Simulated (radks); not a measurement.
Question: Species: neutral scandium. Configuration: [Ar] 3d1 4s1 4f1 (not the ground configuration). All-electron calculation, scalar-relativistic Kohn-Sham, PBE, spin-unpolarised, spherical densities, point nucleus. Program: a radial shooting solver on a logarithmic mesh with Libxc functionals. Some entries of the table are withheld. Estimate them.

| orbital | occ. | eigenvalue (hartree) | <r> (bohr) | r(max) (bohr) |
|---|---|---|---|---|
| 1s | 2 | -161.7940 | 0.07304 | 0.04780 |
| 2s | 2 | (1) | 0.3435 | 0.2835 |
| 2p | 6 | -14.46162 | 0.3077 | (2) |
| 3s | 2 | (3) | 1.075 | 0.9269 |
| 3p | 6 | -1.42825 | 1.167 | 0.9685 |
| 3d | 1 | -0.30174 | (4) | (5) |
| 4s | 1 | -0.29310 | 3.377 | 2.923 |
| 4f | 1 | -0.01582 | 17.03 | 16.37 |

Answer: 
(1) 2s eigenvalue (hartree): -17.62423
(2) 2p r(max) (bohr): 0.2323
(3) 3s eigenvalue (hartree): -2.21530
(4) 3d <r> (bohr): 1.701
(5) 3d r(max) (bohr): 1.091
